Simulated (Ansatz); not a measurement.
Isolated molecules relaxed with PBE0-D4/def2-TZVP in Ansatz; ΔE leaves out vibrations. CCSD(T)/CBS is the MP2 limit (def2-TZVPP, def2-QZVPP) plus CCSD(T) − MP2 in def2-TZVPP, frozen cores. Functionals use def2-TZVPP. B3LYP here is the variant with VWN-RPA as its local correlation; programs differ in this. def2 core potentials past Kr. For Hf outer-core shells are correlated without core-valence functions, which leaves a few kJ/mol of doubt a bond. Each species was taken in one conformer, which may not be the lowest.

`CN(C)B[SiH3]` + `[NH2][Hf]([F])([F])[F]` → `C[NH][Hf]([F])([F])[F]` + `CNB[SiH3]`  (substitution at a C–N bond)

`CN(C)B[SiH3]`:

```xyz
15

C     0.661    0.508   -1.894
N     0.248    0.248   -0.530
C     0.691    1.281    0.381
B    -0.487   -0.873   -0.175
Si   -1.126   -1.359    1.674
H     1.753    0.570   -1.962
H     0.252    1.462   -2.246
H     0.310   -0.289   -2.545
H     0.366    1.059    1.395
H     1.783    1.361    0.370
H     0.284    2.254    0.086
H    -0.769   -1.631   -1.065
H    -0.769   -0.412    2.771
H    -2.613   -1.485    1.678
H    -0.583   -2.694    2.061
```

`[NH2][Hf]([F])([F])[F]`:

Z-matrix (Å, degrees):
```
Hf
F 1 1.908
F 1 1.905 2 113.2
N 1 2.017 2 108.8 3 119.1
F 1 1.910 2 107.1 3 -122.4
H 4 1.011 1 125.1 2 -133.4
H 4 1.011 1 126.2 2 47.3
```

`C[NH][Hf]([F])([F])[F]`:

Z-matrix (Å, degrees):
```
C
Hf 1 3.097
N 1 1.452 2 31.6
H 1 1.095 2 123.7 3 -77.2
H 1 1.095 2 78.7 3 180.0
H 1 1.095 2 123.7 3 77.2
F 2 1.908 1 129.6 3 -0.0
F 2 1.913 1 95.7 3 126.1
F 2 1.913 1 95.7 3 -126.1
H 3 1.012 1 111.7 2 180.0
```

`CNB[SiH3]`:

Cartesian coordinates in Å:
```
C 2.096 -0.057 0.390
N 0.722 -0.324 0.029
B -0.349 0.547 0.122
Si -2.192 -0.036 -0.441
H 2.442 -0.739 1.173
H 2.172 0.964 0.763
H 2.762 -0.162 -0.472
H 0.573 -1.258 -0.325
H -0.130 1.649 0.548
H -3.166 0.048 0.685
H -2.729 0.817 -1.541
H -2.201 -1.449 -0.931
```

| level | ΔE (kJ/mol) | difference from CCSD(T)/CBS |
| --- | --- | --- |
| PBE0-D4 | 13.3 | -2.3 |
| B3LYP-D4 | 12.6 | -3.0 |
| ωB97X-V | 13.1 | -2.5 |
| ωB97M-V | 14.5 | -1.1 |
| PBE | 9.8 | -5.8 |
| r2SCAN | 12.7 | -2.9 |
| PBE0 | 10.5 | -5.1 |
| B3LYP | 7.5 | -8.1 |
| HF/def2-TZVPP | 5.5 | -10.1 |
| MP2/def2-TZVPP | 15.5 | -0.1 |
| SCS-MP2/def2-TZVPP | 12.8 | -2.8 |
| CCSD/def2-TZVPP | 12.6 | -3.0 |
| HF/def2-QZVPP | 5.7 | -9.9 |
| MP2/def2-QZVPP | 16.4 | 0.8 |
| HF/CBS(def2) | 5.7 | -9.9 |
| CCSD/CBS(def2) | 14.2 | -1.4 |
| CCSD(T)/CBS | 15.6 | 0 |

Largest T1 diagnostic among the species: 0.016.

The D4 term adds +5.2 kJ/mol with B3LYP and +2.8 kJ/mol with PBE0; it sums over pairs of atoms, weighted by their polarisabilities, and B3LYP, whose exchange is more repulsive, gets the larger term. In def2-TZVPP, CCSD(T) changes the Hartree–Fock value by +8.5 kJ/mol (the triples alone add +1.4 kJ/mol) and MP2 by +10.0 kJ/mol.
